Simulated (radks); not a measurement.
The numbers below are computed, except where a source is named.
Ionisation of In, [Kr] 4d10 5s2 5p1, to In+, [Kr] 4d10 5s2, under several functionals. Dirac Kohn-Sham, spin-unpolarised, spherical densities, finite nucleus; open shells are shared between the two j in proportion to 2j + 1; a radial shooting solver on a logarithmic mesh with Libxc functionals.

functional,E(In) (hartree),Exc (hartree),IE (eV),-e(HOMO) (eV),<r> HOMO (bohr),IE error (eV)
exchange-only B88,-5881.21035,-158.01888,4.768,1.881,3.988,-1.019
Wu-Cohen GGA,-5882.33900,-159.17536,5.363,2.405,3.743,-0.424
B86b exchange with PBE correlation,-5883.76298,-160.61745,5.392,2.441,3.789,-0.394
"LDA (Slater exchange, Perdew-Wang correlation)",-5877.88107,-154.65498,5.600,2.601,3.735,-0.186
"LDA (Slater exchange, VWN5 correlation)",-5877.90120,-154.67557,5.599,2.599,3.735,-0.187
SOGGA,-5880.02840,-156.83280,5.265,2.330,3.786,-0.521

NIST Atomic Spectra Database: 5.786 eV (measured). Closest: LDA (Slater exchange, Perdew-Wang correlation). The Delta-SCF values span 0.83 eV, the total energies 5.88 hartree. The highest occupied level is 5p3/2. Spin polarisation and multiplet splitting are left out, so open shells lie too high by an amount that depends on their filling. Sharing an open shell by 2j + 1 raises it above the true ground level by a part of the spin-orbit splitting, which enters the differences from NIST.

Beside tabulated values, note that spin-unpolarised runs miss the spin-polarisation part of the exchange energy of open shells.
